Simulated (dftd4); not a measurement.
I4Ti, singlet, at a GFN2-xTB geometry (such geometries of metal compounds can be far from the true shape); D4 for wb97x (dftd4).

The dftd4 input:
```
$ dftd4 mol.xyz --func wb97x --charge 0 --json dftd4.json --noedisp --grad

# file mol.xyz
5

Ti    -0.00000000     0.00000000    -0.00000000
I      2.09524070    -0.59546698    -1.49603154
I      0.78783176     0.44202976     2.48327520
I     -1.17364265     2.16819622    -0.95090116
I     -1.70942982    -2.01475900    -0.03634250
```

The log (banner, timings and long lists left out):

```
                    ____  _____ _____     ____  _  _
      -------------|  _ \|  ___|_   _|---|  _ \| || |------------
     |             | | | | |_    | | ___ | | | | || |_           |
     |             | |_| |  _|   | ||___|| |_| |__   _|          |
     |             |____/|_|     |_|     |____/   |_|            |
     |             ===================================           |
     |            E. Caldeweyher, S. Ehlert & S. Grimme          |
     |          Mulliken Center for Theoretical Chemistry        |
     |                    University of Bonn                     |
      -----------------------------------------------------------

Rational (Becke-Johnson) damping: wb97x-D4-ATM
---------------------
  s6         1.0000
  s8         0.5093
  s9         1.0000
  a1         0.0662
  a2         5.4487
 alp        16.0000
--------------------

Dispersion energy:      -5.2252411534175E-02 Eh

Gradient norm:           1.2457694817849E-02 Eh/a0
--------------------------------------------------
     #    Z           dE/dx      dE/dy      dE/dz
--------------------------------------------------
     1   22 Ti    2.728E-11 -1.062E-11 -2.723E-12
     2   53 I     4.939E-03 -1.404E-03 -3.526E-03
     3   53 I     1.857E-03  1.042E-03  5.854E-03
     4   53 I    -2.767E-03  5.111E-03 -2.241E-03
     5   53 I    -4.029E-03 -4.749E-03 -8.567E-05
--------------------------------------------------

Virial:
--------------------------------------------------
      component           x          y          z
--------------------------------------------------
          x       4.147E-02 -5.719E-12  1.934E-11
          y      -5.719E-12  4.147E-02  3.544E-12
          z       1.934E-11  3.544E-12  4.147E-02
--------------------------------------------------

[Info] Dispersion results written to 'dftd4.txt'
[Info] JSON dump of results written to 'dftd4.json'
```
